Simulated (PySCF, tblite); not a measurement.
Isomers of C6H7FN (doublet state). Computed values, GFN2-xTB/tblite, gas phase, harmonic and unscaled. Errors from tens to a few hundred cm⁻¹ against measured bands are possible. One conformer each. Open shells enter through the occupations alone, without spin polarisation, and single modes of such species can be off by tens of per cent.

Electronic energies: B3LYP/pcH-1 single points on the GFN2-xTB geometries (PySCF, gas phase).

```
                          SMILES  electronic energy, lowest = 0 (kcal/mol)
               N#C[C]1CCC[C@H]1F                                       3.1
                C=C[C]1CC(F)=CN1                                      18.4
              N#C[C@@H]1CCC[C]1F                                      14.8
              C[CH]c1cc(F)c[nH]1                                       0.0
         N#C[C@@H]1C[CH]C[C@H]1F                                      13.2
              CC1=CC=C[N][C@H]1F                                       3.3
      [H]/[C]=C\C(C/C=C/F)=N/[H]                                      60.7
[H]/N=[C]/[C@@H]1[C@@H](F)C12CC2                                      64.3
```

Q: How do GFN2-xTB zero-point energies change the relative energies?

A: 
| SMILES | ZPE (kcal/mol) | of it from modes above 1550 cm⁻¹ | electronic (kcal/mol) | with ZPE, lowest = 0 (kcal/mol) | lowest mode (cm⁻¹) | rings |
| --- | --- | --- | --- | --- | --- | --- |
| C[CH]c1cc(F)c[nH]1 | 71.7 | 33.6 | 0.0 | 0.0 | 66 | 1 |
| N#C[C]1CCC[C@H]1F | 72.6 | 32.9 | 3.1 | 4.0 | 58 | 1 |
| CC1=CC=C[N][C@H]1F | 71.4 | 32.3 | 3.3 | 3.1 | 58 | 1 |
| N#C[C@@H]1C[CH]C[C@H]1F | 71.2 | 33.0 | 13.2 | 12.8 | 71 | 1 |
| N#C[C@@H]1CCC[C]1F | 72.4 | 33.1 | 14.8 | 15.5 | 65 | 1 |
| C=C[C]1CC(F)=CN1 | 71.1 | 33.5 | 18.4 | 17.8 | 109 | 1 |
| [H]/[C]=C\C(C/C=C/F)=N/[H] | 69.4 | 38.4 | 60.7 | 58.4 | 32 | 0 |
| [H]/N=[C]/[C@@H]1[C@@H](F)C12CC2 | 71.2 | 35.9 | 64.3 | 63.9 | 61 | 2 |

The zero-point energies span 3.2 kcal/mol, from `[H]/[C]=C\C(C/C=C/F)=N/[H]` to `N#C[C]1CCC[C@H]1F`. The lowest isomer stays, but the order above it changes.

Q: And how do the electronic energies of GFN2-xTB itself compare?

A: `C[CH]c1cc(F)c[nH]1` 0.0; `N#C[C]1CCC[C@H]1F` 18.4; `CC1=CC=C[N][C@H]1F` 9.6; `N#C[C@@H]1C[CH]C[C@H]1F` 32.0; `N#C[C@@H]1CCC[C]1F` 29.8; `C=C[C]1CC(F)=CN1` 17.4; `[H]/[C]=C\C(C/C=C/F)=N/[H]` 82.4; `[H]/N=[C]/[C@@H]1[C@@H](F)C12CC2` 67.4 kcal/mol, lowest = 0. Against the energies above, taken from the same isomer `C[CH]c1cc(F)c[nH]1`, the largest difference is 21.7 kcal/mol.

Q: What do entropy and thermal enthalpy add at 298.15 K and 1 bar (rigid rotor, harmonic oscillator, one conformer each)?

A: 
```csv
SMILES,point group,symmetry number,S (cal/(mol K)),H − H(0) (kcal/mol),ZPE + H − H(0) − TS (kcal/mol)
C[CH]c1cc(F)c[nH]1,Cs,1,88.4,5.56,50.9
N#C[C]1CCC[C@H]1F,C1,1,87.6,5.32,51.8
CC1=CC=C[N][C@H]1F,C1,1,87.2,5.34,50.8
N#C[C@@H]1C[CH]C[C@H]1F,C1,1,88.4,5.49,50.4
N#C[C@@H]1CCC[C]1F,C1,1,88.9,5.46,51.4
C=C[C]1CC(F)=CN1,Cs,1,86.9,5.49,50.6
[H]/[C]=C\C(C/C=C/F)=N/[H],C1,1,97.2,6.29,46.7
[H]/N=[C]/[C@@H]1[C@@H](F)C12CC2,C1,1,89.1,5.58,50.2
```

S holds R ln(2S + 1) for the spin.
